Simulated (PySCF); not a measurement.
Ions at one geometry of [HfSF]+

PySCF 2.14.0, RKS PBE0, Hf def2-SVP with ECP60, S def2-SVP, F def2-SVP; non-relativistic Hamiltonian with scalar-relativistic core potentials where named; density fitting; no spin-orbit coupling; singlets restricted, open shells unrestricted. The geometry is relaxed for charge +1, singlet, vacuum:

```xyz
3

Hf   -0.1470    0.0000   -0.4559
S     1.5979    0.0000    0.8148
F    -1.5852    0.0000    0.7240
```

Energies count from the relaxed state; an electron taken off or put on is at rest in vacuum. Charges and spins are Mulliken's.

| state | energy (eV) | spin squared | charge on Hf1 (e) | spin on Hf1 (e) | dipole about the centre of mass (D) |
| --- | --- | --- | --- | --- | --- |
| charge +1, singlet, vacuum | 0.00 | 0.00 | 1.28 | 0.00 | 5.76 |
| charge 0, doublet, vacuum | -7.64 | 0.75 | 0.58 | 1.10 | 5.52 |

Question: What does the state charge +2, doublet, vacuum give?

Answer: energy (eV) 15.42, spin squared 0.76, charge on Hf1 (e) 1.72, spin on Hf1 (e) 0.03, dipole about the centre of mass (D) 4.31.

With an electron taken off (doublet) the charges change, summed by element, by Hf +0.44 e, S +0.45 e, F +0.11 e. The vertical ionisation energy is 15.42 eV, against −ε(HOMO) = 13.05 eV of the relaxed state. The level lies 2.4 eV too high, as is usual for semilocal functionals and global hybrids, which keep a self-interaction error.

With an electron put on (doublet) the charges change, summed by element, by Hf -0.71 e, S -0.23 e, F -0.06 e. The vertical electron affinity is 7.64 eV, against −ε(LUMO) = 9.37 eV of the relaxed state.

Open shells may have lower solutions than those found.
